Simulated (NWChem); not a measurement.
Program: NWChem. System: C2HF2, charge 1, spin multiplicity 3, at the geometry of a parent with another charge or spin, in a state set for the comparison that need not be this species' ground state. Its SCF solution wasn't tested for a lower state. Level: UB2PLYP/def2-SVPD, 4 core orbitals frozen.

Input file:

```
start mol
memory heap 200 mb stack 900 mb global 1100 mb
charge 1
geometry units angstroms nocenter noautoz
  C      0.588024    -1.299440     0.000000
  C      0.066048    -0.096189     0.000000
  F      0.755692     1.018223     0.000000
  F     -1.222798     0.171938     0.000000
  H      0.279529    -2.337679     0.000000
  symmetry group Cs
end
basis spherical
  * library def2-svpd
end
dft
  xc hfexch 0.53 becke88 0.47 lyp 0.73 mp2 0.27
  dftmp2
  odft
  mult 3
  semidirect memsize 60000000 filesize 0
  iterations 100
end
mp2
  freeze core 4
end
task dft energy
```

Part of the output:

```
             Northwest Computational Chemistry Package (NWChem) 7.3.0
             --------------------------------------------------------

                                NWChem Input Module
                                -------------------

 Scaling coordinates for geometry "geometry" by  1.889725989
 (inverse scale =  0.529177249)

 Turning off AUTOSYM since
 SYMMETRY directive was detected!

                             Geometry "geometry" -> ""
                             -------------------------

 Output coordinates in angstroms (scale by  1.889725989 to convert to a.u.)

  No.       Tag          Charge          X              Y              Z
 ---- ---------------- ---------- -------------- -------------- --------------
    1 C                    6.0000     0.58802400    -1.29944000     0.00000000
    2 C                    6.0000     0.06604800    -0.09618900     0.00000000
    3 F                    9.0000     0.75569200     1.01822300     0.00000000
    4 F                    9.0000    -1.22279800     0.17193800     0.00000000
    5 H                    1.0000     0.27952900    -2.33767900     0.00000000

 Effective nuclear repulsion energy (a.u.)     109.8740808070

            Nuclear Dipole moment (a.u.)
            ----------------------------
        X                 Y               Z
 ---------------- ---------------- ----------------
     0.0000132281    -0.0000075589     0.0000000000

      Symmetry information
      --------------------

 Group name             Cs
 Group number              2
 Group order               2
 No. of unique centers     5

      Symmetry unique atoms

     1    2    3    4    5


 Summary of "ao basis" -> "" (spherical)
 ------------------------------------------------------------------------------
       Tag                 Description            Shells   Functions and Types
 ---------------- ------------------------------  ------  ---------------------
 *                         def2-svpd                  on all atoms

  dft_input: which_mp2 not specified, using semidirect MP2 by default.

                                 NWChem DFT Module
                                 -----------------

 Summary of "ao basis" -> "ao basis" (spherical)
 ------------------------------------------------------------------------------
       Tag                 Description            Shells   Functions and Types
 ---------------- ------------------------------  ------  ---------------------
 C                         def2-svpd                 8       20   4s2p2d
 F                         def2-svpd                 9       23   4s3p2d
 H                         def2-svpd                 4        8   2s2p

 Summary of "ao basis" -> "ao basis" (spherical)
 ------------------------------------------------------------------------------
       Tag                 Description            Shells   Functions and Types
 ---------------- ------------------------------  ------  ---------------------
 C                         def2-svpd                 8       20   4s2p2d
 F                         def2-svpd                 9       23   4s3p2d
 H                         def2-svpd                 4        8   2s2p

      Symmetry analysis of basis
      --------------------------

        a'         66
        a"         28

            General Information
            -------------------
          SCF calculation type: DFT
          Wavefunction type:  spin polarized.
          No. of atoms     :     5
          No. of electrons :    30
           Alpha electrons :    16
            Beta electrons :    14
          Charge           :     1
          Spin multiplicity:     3
          Use of symmetry is: on ; symmetry adaption is: on
          Maximum number of iterations: 100
          AO basis - number of functions:    94
                     number of shells:    38
          Convergence on energy requested:  1.00D-06
          Convergence on density requested:  1.00D-05
          Convergence on gradient requested:  5.00D-04

              XC Information
              --------------
                     Hartree-Fock (Exact) Exchange  0.530
                    Becke 1988 Exchange Functional  0.470
              Lee-Yang-Parr Correlation Functional  0.730

             Grid Information
             ----------------
          Grid used for XC integration:  medium
          Radial quadrature: Mura-Knowles
          Angular quadrature: Lebedev.
          Tag              B.-S. Rad. Rad. Pts. Rad. Cut. Ang. Pts.
          ---              ---------- --------- --------- ---------
          C                   0.70       49          10.0       434
          F                   0.50       49          10.0       434
          H                   0.35       45          11.0       434
          Grid pruning is: on
          Number of quadrature shells:   241
          Spatial weights used:  Erf1

          Convergence Information
          -----------------------
          Convergence aids based upon iterative change in
          total energy or number of iterations.
          Levelshifting, if invoked, occurs when the
          HOMO/LUMO gap drops below (HL_TOL):  1.00D-02
          DIIS, if invoked, will attempt to extrapolate
          using up to (NFOCK): 10 stored Fock matrices.

                    Damping( 0%)  Levelshifting(0.5)       DIIS
                  --------------- ------------------- ---------------
          dE  on:    start            ASAP                start
          dE off:    2 iters        100 iters           100 iters

      Screening Tolerance Information
      -------------------------------
[...]
  ----- ------------  ---------------      ----- ------------  ---------------
    45      0.500744  3 F  px                69      0.389422  4 F  py
    48     -0.325126  3 F  px                72     -0.258338  4 F  py
    68      0.253683  4 F  px                46     -0.159489  3 F  py
    71     -0.156793  4 F  px                49      0.111148  3 F  py
    51     -0.064783  3 F  px                 6      0.053540  1 C  py

 Vector   14  Occ=1.000000D+00  E=-8.201175D-01  Symmetry=a"
              MO Center= -2.4D-01,  5.6D-01,  3.0D-15, r^2= 1.6D+00
   Bfn.  Coefficient  Atom+Function         Bfn.  Coefficient  Atom+Function
  ----- ------------  ---------------      ----- ------------  ---------------
    70     -0.485370  4 F  pz                47      0.477811  3 F  pz
    73      0.324174  4 F  pz                50     -0.318823  3 F  pz
    76      0.056858  4 F  pz                53     -0.051232  3 F  pz
    34      0.036244  2 C  d  1              85     -0.031444  4 F  d  1
    60      0.029484  3 F  d -1

 Vector   15  Occ=0.000000D+00  E=-4.285864D-01  Symmetry=a"
              MO Center=  2.6D-01, -5.7D-01,  7.9D-16, r^2= 1.7D+00
   Bfn.  Coefficient  Atom+Function         Bfn.  Coefficient  Atom+Function
  ----- ------------  ---------------      ----- ------------  ---------------
    27      0.420469  2 C  pz                 7      0.389446  1 C  pz
    30      0.285040  2 C  pz                47      0.224473  3 F  pz
    70      0.222923  4 F  pz                10      0.202905  1 C  pz
    50     -0.172762  3 F  pz                73     -0.169206  4 F  pz
    37     -0.074803  2 C  d -1              39     -0.039937  2 C  d  1

 Vector   16  Occ=0.000000D+00  E=-3.482058D-01  Symmetry=a'
              MO Center=  7.3D-01, -1.1D+00, -1.2D-15, r^2= 1.6D+00
   Bfn.  Coefficient  Atom+Function         Bfn.  Coefficient  Atom+Function
  ----- ------------  ---------------      ----- ------------  ---------------
     5      0.493242  1 C  px                 8      0.347151  1 C  px
     4      0.231100  1 C  s                 28      0.198285  2 C  px
     2      0.158324  1 C  s                 23      0.129344  2 C  s
    46     -0.127573  3 F  py                69      0.128191  4 F  py
    88     -0.127367  5 H  s                 26      0.120425  2 C  py

 Vector   17  Occ=0.000000D+00  E=-1.823431D-01  Symmetry=a"
              MO Center=  3.3D-01, -8.7D-01, -5.2D-16, r^2= 2.3D+00
   Bfn.  Coefficient  Atom+Function         Bfn.  Coefficient  Atom+Function
  ----- ------------  ---------------      ----- ------------  ---------------
    27      0.537451  2 C  pz                30      0.457627  2 C  pz
     7     -0.393267  1 C  pz                10     -0.381377  1 C  pz
    94     -0.203080  5 H  pz                47      0.168797  3 F  pz
    70      0.162867  4 F  pz                50     -0.153769  3 F  pz
    73     -0.141516  4 F  pz                53     -0.114510  3 F  pz

   alpha - beta orbital overlaps
   -----------------------------

   alpha      1      2      3      4      5      6      7      8      9     10
    beta      2      1      3      4      5      6      7      8      9     11
 overlap   0.983  0.983  1.000  1.000  1.000  1.000  0.988  0.982  0.995  0.992

   alpha     11     12     13     14     15     16     17     18     19     20
    beta     10     12     14     13     15     16     17     18     19     20
 overlap   0.979  0.998  1.000  0.994  0.977  0.963  0.976  0.990  0.958  0.965

   alpha     21     22     23     24     25     26     27     28     29     30
    beta     21     22     23     24     25     26     28     27     29     29
 overlap   0.984  0.965  0.954  0.976  0.989  0.989  0.973  0.930  0.713  0.672

   alpha     31     32     33     34     35     36     37     38     39     40
    beta     31     32     33     34     35     36     37     38     39     40
 overlap   0.790  0.993  0.996  0.997  0.984  0.956  0.975  0.999  0.993  0.967

   alpha     41     42     43     44     45     46     47     48     49     50
    beta     41     42     43     44     45     46     48     47     49     50
 overlap   0.978  0.997  0.973  0.995  0.929  0.995  0.930  0.998  0.999  0.996

   alpha     51     52     53     54     55     56     57     58     59     60
    beta     51     52     53     54     55     56     57     58     59     60
 overlap   0.998  0.998  0.992  0.999  0.987  0.916  0.995  0.908  0.929  0.966

   alpha     61     62     63     64     65     66     67     68     69     70
    beta     61     62     63     64     65     66     67     69     68     70
 overlap   0.980  0.986  0.996  0.998  0.984  0.986  0.976  0.977  0.759  0.727

   alpha     71     72     73     74     75     76     77     78     79     80
    beta     71     72     73     74     75     76     77     78     79     80
 overlap   0.951  0.943  0.957  0.989  0.997  0.995  0.992  0.991  0.993  0.990

   alpha     81     82     83     84     85     86     87     88     89     90
    beta     81     82     83     84     85     86     87     88     89     90
 overlap   0.996  1.000  0.999  0.999  1.000  0.997  0.997  1.000  1.000  0.999

   alpha     91     92     93     94
    beta     91     92     93     94
 overlap   1.000  1.000  1.000  1.000

     --------------------------
     Expectation value of S2:
     --------------------------
      <S2> =      2.0076 (Exact =     2.0000)

 center of mass
 --------------
 x =  -0.02230572 y =   0.10520608 z =   0.00000000

 moments of inertia (a.u.)
 ------------------
         164.070954010469          -2.719790753823           0.000000000000
          -2.719790753823         155.441572759290           0.000000000000
           0.000000000000           0.000000000000         319.512526769759

     Multipole analysis of the density
     ---------------------------------

     L   x y z        total         alpha         beta         nuclear
     -   - - -        -----         -----         ----         -------
     0   0 0 0      1.000000    -16.000000    -14.000000     31.000000

     1   1 0 0      0.457823     -0.824898      1.282707      0.000013
     1   0 1 0     -1.649887      0.962315     -2.612194     -0.000008
     1   0 0 1     -0.000000     -0.000000     -0.000000      0.000000

     2   2 0 0    -13.690758    -46.879718    -41.002372     74.191332
     2   1 1 0     -1.221236      2.273772     -2.626450     -0.868559
     2   1 0 1      0.000000     -0.000000      0.000000      0.000000
     2   0 2 0     -7.573800    -53.763688    -43.974449     90.164338
     2   0 1 1     -0.000000     -0.000000     -0.000000      0.000000
     2   0 0 2    -13.460116     -7.881661     -5.578455      0.000000

                   NWChem MP2 Semi-direct Energy/Gradient Module
                   ---------------------------------------------

  Basis functions       =     94
  Molecular orbitals    =     94
  Frozen core           =      4
  Frozen virtuals       =      0
  Active alpha occupied =     12
  Active beta occupied  =     10
  Active alpha virtual  =     78
  Active beta virtual   =     80
  Use MO symmetry       = T
  Use skeleton AO sym   = T

  AO/Fock/Back tols     =   1.0D-09  1.0D-09  1.0D-09

 GA uses MA = F    GA memory limited = T

 Available:
  local mem=  4.43D+07
 global mem=  1.44D+08
 local disk=  0.00D+00
  mp2_memr nvloc                    78
  nvloc new                    78
   1 passes of  12:        3145728                      41893                  14205509.
   1 passes of  12: M     44323569           G      144161528           F      41177841.

 Semi-direct pass number   1 of   1  for UHF alpha       at        4.8s
  vrange nnbf                  4459
  mp2_eaftype                    54  avail_ma_in_mb                   386
 EAF : mp2_eaftype filesize          54    7102755.
  mp2_eaf for mointskh                     54
Node 0 wrote     33.4 Mb in      0.0 s     Agg I/O rate:  2205.0 Mb/s
 Done moints_semi at        6.6s
  mp2_eaftype                    54  avail_ma_in_mb                   386
 EAF : mp2_eaftype filesize          54    7102755.
  mp2_eaf for kh                    54
 Done maket at        6.8s
 Done multipass loop at        6.8s

 GA uses MA = F    GA memory limited = T

 Available:
  local mem=  4.43D+07
 global mem=  1.44D+08
 local disk=  0.00D+00
  mp2_memr nvloc                    80
  nvloc new                    80
   1 passes of  10:        3145728                      38425                  12143668.
   1 passes of  10: M     44323569           G      144161528           F      41177841.

 Semi-direct pass number   1 of   1  for UHF beta        at        6.9s
  vrange nnbf                  4459
  mp2_eaftype                    46  avail_ma_in_mb                   386
 EAF : mp2_eaftype filesize          46    6071834.
  mp2_eaf for mointskh                     46
Node 0 wrote     28.5 Mb in      0.0 s     Agg I/O rate:  2140.3 Mb/s
 Done moints_semi at        8.9s
  mp2_eaftype                    46  avail_ma_in_mb                   386
 EAF : mp2_eaftype filesize          46    6071834.
  mp2_eaf for kh                    46
 Done maket at        9.1s
 Done multipass loop at        9.1s

          -------------------------------------------
          DFT energy                    -275.373486759404
          Unscaled MP2 energy             -0.720082533427
          Total DFT+MP2 energy          -275.567909043429
          -------------------------------------------

 -----------------------
 Performance information
 -----------------------

 Timer overhead =  2.37D-07 seconds/call

               Nr. of calls         CPU time (s)                 Wall time (s)                GFlops
             ---------------    -------------------     ------------------------------   -------------------
Name         Min   Avg   Max    Min     Avg     Max     Min     Avg     Max   Mx/calls   Min     Max     Sum
mp2: moin     2     2     2    3.9     3.9     3.9      3.9     3.9     3.9     1.9      0.0     0.0     0.0
mp2: make     2     2     2   0.48    0.48    0.48     0.48    0.48    0.48    0.24      0.0     0.0     0.0
mp2: tota     1     1     1    4.4     4.4     4.4      4.4     4.4     4.4     4.4      0.0     0.0     0.0

 The average no. of pstat calls per process was 5.00D+00
 with a timing overhead of 1.18D-06s

 Task  times  cpu:        9.1s     wall:        9.1s

 Total times  cpu:        9.2s     wall:        9.2s
```
